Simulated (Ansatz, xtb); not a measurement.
## Ranking isomers of C3H7BrSi

3 gas-phase structures of C3H7BrSi, from a drawn sample of its isomers (lower ones may exist). Each was relaxed with GFN2-xTB:

A. `[SiH3][C@@H]1C[C@H]1Br`, a singlet
B. `[SiH3][C@@H]1C[C@@H]1Br`, a singlet
C. `[SiH3]C1(Br)CC1`, a singlet

Question: Estimate their order in r2SCAN-D4/def2-SVP energy at these geometries, lowest first.

Answer: Calculated order at r2SCAN-D4/def2-SVP: C (0.0), A (0.4), B (0.4) kcal/mol. Less than 1 kcal/mol parts C and A; A and B, so the order within those pairs means little.

Energies above the lowest of each column, in kcal/mol; the last columns are at PBE-D3(BJ)/def2-SVP geometries:

| structure | GFN2-xTB | HF/STO-3G | r2SCAN-D4/def2-SVP | PBE-D3(BJ)/def2-SVP | CCSD(T)/def2-SVP + ΔMP2/def2-TZVPP |
| --- | --- | --- | --- | --- | --- |
| C | 0.3 | 1.5 | 0.0 | 0.0 | 0.0 |
| A | 0.5 | 0.0 | 0.4 | 0.3 | 0.7 |
| B | 0.0 | 0.9 | 0.4 | 0.1 | 0.9 |

CCSD(T)/def2-SVP + ΔMP2/def2-TZVPP has A and B and C within 1 kcal/mol of each other at the bottom, and every level picks one of them. ΔMP2 is the change of the MP2 energy from the smaller to the larger basis.

Programs: Ansatz 0.2.0, xtb 6.7.1.
